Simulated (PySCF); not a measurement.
# Tl³⁺ (thallium, charge +3) across methods

[Xe] 4f14 5d10, closed-shell 1S. All numbers are calculated (PySCF 2.14, a scalar-relativistic core potential, in aug-cc-pVTZ-PP with ECP60MDF (6s5p4d2f, 55 functions)).

```
 method  E (hartree)  mean ε 5s (eV)  mean ε 5p (eV)  mean ε 5d (eV)  Σ⟨r²⟩ (bohr²)   ⟨S²⟩
    UHF   -169.62140         -182.39         -123.44         -51.543          29.58  0.000
   PBE0    -170.4558         -166.46         -111.13         -46.397          29.77  0.000
    PBE    -170.4682         -160.78         -106.66         -44.307          29.90  0.000
LC-wPBE    -170.4903         -166.83         -112.58         -49.151          29.77  0.000
   PW91    -170.5309         -160.91         -106.78         -44.395          29.91  0.000
r2SCAN0    -170.4780         -168.36         -112.52         -46.695          29.64  0.000
wB97M-V    -170.4010         -169.05         -113.81         -48.909          29.77  0.000
 r2SCAN    -170.5224         -163.57         -108.70         -44.698          29.68  0.000
```

**Question.** Estimate the same row for LDA.

**Answer.** E (hartree) = -170.1501; mean ε 5s (eV) = -160.76; mean ε 5p (eV) = -106.61; mean ε 5d (eV) = -44.472; Σ⟨r²⟩ (bohr²) = 30.09; ⟨S²⟩ = 0.000.

Energies and moments cover only the electrons outside the core potential. Spin-orbit coupling, which splits the p, d and f shells strongly at this Z, is absent.
